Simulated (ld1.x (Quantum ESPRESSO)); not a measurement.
## Scattering properties, ultrasoft potential for Cu

copper (Cu), ultrasoft, made with ld1.x (Quantum ESPRESSO) 7.5 (Wu–Cohen, scalar-relativistic). Core [Ar], reference 3d9.5 4s0 4p0 (charge +1.5). Waves: 4s (bound, empty): rcut 1.65, rcutus 2.10 bohr; 4s channel at 1.9 Ry: rcut 1.65, rcutus 2.10 bohr; 4p (bound, empty): rcut 1.50, rcutus 2.00 bohr; 4p channel at -0.4 Ry: rcut 1.50, rcutus 2.00 bohr; 3d (bound): rcut 1.05, rcutus 1.25 bohr; 3d channel at 2.8 Ry: rcut 1.05, rcutus 1.25 bohr. Local part: all-electron potential smoothed inside 0.95 bohr (lloc = -1). Core correction: none. Augmentation charge: built from norm-conserving waves at rcut, not smoothed further.

The phase is arctan(r·u′/u) with u = r·R(r), unwrapped; energies in Ry, scanned from -4 to 5 Ry. A pole is an energy at which the radial function vanishes at the test radius. The pseudo phase is shifted by a multiple of π to meet the all-electron one at the reference energy, and phase errors are pseudo minus all-electron; the curves can meet again beyond the range given. Levels narrower than the energy grid can be missing from the lists of poles.

**Question.** For each channel, where are the poles, and over which energies does the pseudopotential scatter like the atom?

**Answer.**

| channel | radius (bohr) | reference energy (Ry) | poles, all-electron | poles, pseudo | unbroken range about the reference energy with phases within 0.05 rad | phase error 1 Ry above the reference energy (rad) |
| --- | --- | --- | --- | --- | --- | --- |
| s | 2.31 | -1.23 | 1.01 | 1.00 | below 4.8 | -0.001 |
| p | 2.31 | -0.77 | 2.23 | 2.23 | above -2.5 | -0.000 |
| d | 2.31 | -1.56 | -1.42, 4.37 | -1.41, 2.43 | below -0.1 | +0.023 |

A Bessel basis up to 400 Ry misses an occupied level by 0.55 Ry, so cutoffs and ghosts were not judged.

Phases in the p channel:

| E (Ry) | all-electron | pseudo |
| --- | --- | --- |
| -4.00 | 1.309 | 1.306 |
| -3.76 | 1.297 | 1.293 |
| -3.52 | 1.283 | 1.279 |
| -3.28 | 1.266 | 1.262 |
| -3.04 | 1.247 | 1.243 |
| -2.80 | 1.224 | 1.218 |
| -2.56 | 1.197 | 1.175 |
| -2.32 | 1.163 | 1.170 |
| -2.08 | 1.120 | 1.122 |
| -1.84 | 1.064 | 1.065 |
| -1.60 | 0.987 | 0.988 |
| -1.36 | 0.878 | 0.878 |
| -1.12 | 0.712 | 0.712 |
| -0.88 | 0.453 | 0.453 |
| -0.64 | 0.067 | 0.067 |
| -0.40 | -0.389 | -0.389 |
| -0.16 | -0.764 | -0.764 |
| 0.08 | -1.013 | -1.013 |
| 0.32 | -1.173 | -1.173 |
| 0.56 | -1.280 | -1.280 |
| 0.80 | -1.356 | -1.356 |
| 1.04 | -1.413 | -1.413 |
| 1.28 | -1.457 | -1.457 |
| 1.52 | -1.493 | -1.493 |
| 1.76 | -1.523 | -1.523 |
| 2.00 | -1.549 | -1.548 |
| 2.24 | -1.572 | -1.571 |
| 2.48 | -1.593 | -1.592 |
| 2.72 | -1.612 | -1.611 |
| 2.96 | -1.631 | -1.630 |
| 3.20 | -1.649 | -1.648 |
| 3.44 | -1.668 | -1.666 |
| 3.68 | -1.686 | -1.684 |
| 3.92 | -1.706 | -1.703 |
| 4.16 | -1.728 | -1.723 |
| 4.40 | -1.751 | -1.746 |
| 4.64 | -1.778 | -1.771 |
| 4.88 | -1.809 | -1.800 |
